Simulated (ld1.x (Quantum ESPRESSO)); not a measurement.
## La (Z = 57): one change to a TM potential, before and after

```
Element                 : lanthanum (La)
Generator               : ld1.x (Quantum ESPRESSO) 7.5
Type                    : norm-conserving Troullier–Martins (Kleinman–Bylander form)
Functional              : LDA (PZ)
Relativity              : scalar-relativistic
Frozen core             : [Xe]
Valence charge          : 3
Reference configuration : 4f0 5d1 6s2 6p0
Partial waves           : 6s (bound): rc 4.10 bohr; 6p (bound, empty): rc 4.05 bohr; 5d (bound): rc 2.35 bohr; 4f (bound, empty): rc 1.60 bohr
Local potential         : the f channel
Core correction         : Bessel-smoothed model core, default radius (core density twice the valence density)
```

All-electron outer shells of the reference configuration (LDA (PZ), scalar-relativistic, ld1.x):

| shell | level (eV) | outermost node (bohr) | outermost maximum (bohr) |
| --- | --- | --- | --- |
| 5s | -39.06 | 0.77 | 1.41 |
| 5p | -22.48 | 0.83 | 1.58 |
| 4f | -4.58 | – | 0.75 |
| 6s | -3.82 | 1.86 | 3.74 |
| 5d | -3.21 | 0.95 | 2.24 |
| 6p | -1.41 | 2.20 | 4.93 |

Change: wave 6s (bound): rc 4.10 bohr becomes 6s (bound): rc 5.76 bohr.

Cutoffs: the cutoffs (Ry, on a coarse ladder) from which the occupation-weighted sum of valence levels, in a spherical-Bessel basis at the reference potential, stays within 10 and 1 mRy of its value at 400 Ry; they do not see the model core or the augmentation charge, which bear on the density cutoff. Errors are all-electron minus pseudo energies relative to the spin-unpolarised reference configuration.

Question: What does the change do?

Answer: Both files are so soft that the ladder of cutoffs tells neither apart; both files keep a bound ghost (d, p, s); of the 8 tests that both files solve, the error grows in 6 and shrinks in 2 by more than 15 % and 0.3 meV (median size 10.6 → 16.2 meV).

| quantity | base | changed |
| --- | --- | --- |
| cutoff, loose | 10 Ry | 10 Ry |
| cutoff, tight | 12 Ry | 12 Ry |
| bound ghosts | s, p, d | s, p, d |
| tests counted (converged, no solver errors) | 8 of 9 | 8 of 9 |
| error for 4f0 5d1 6s1 6p0, meV [ΔE 6.16 eV] | -2.2 | -13 |
| error for 4f0 5d1 6s0 6p0, meV [ΔE 17.32 eV] | -46 | -220 |
| error for 4f0 5d1 6s1.5 6p0, meV [ΔE 2.48 eV] | -0.2 | -1.1 |
| error for 4f0 5d1 6s0 6p1, meV [ΔE 9.22 eV] | -16 | -138 |
| error for 4f1 5d0 6s1 6p0, meV [ΔE 6.33 eV] | -745 | -607 |
| error for 4f0 5d2 6s0 6p0, meV [ΔE 6.31 eV] | -76 | -10 |
| error for 4f0 5d1 6s2 6p0 (spin-polarised), meV [ΔE -0.10 eV] | +1.7 | +2.4 |
| error for 4f0 5d1 6s1 6p0 (spin-polarised), meV [ΔE 5.74 eV] | +5.4 | -20 |

Base: The cutoffs count occupied waves only; the empty 4f level needs 120 Ry at the loose tolerance. Tests not counted: 4f1 5d0 6s2 6p0 (solver errors, printed error -26.4 eV). These tests converged, but a pseudo level misses the all-electron one widely, so the file describes the atom poorly there or has found another state: 4f1 5d0 6s1 6p0: 4f by 1.4 eV (a node warning on the way). Changed file: The cutoffs count occupied waves only; the empty 4f level needs 120 Ry at the loose tolerance. Tests not counted: 4f1 5d0 6s2 6p0 (pseudo-atom not self-consistent, printed error -27.0 eV). A true bound ghost makes a file unfit for plane-wave use even where its test errors are small: the radial tests pick states by their node count and pass the ghost by. Where a test does run into it, the solver fails or the error is huge.
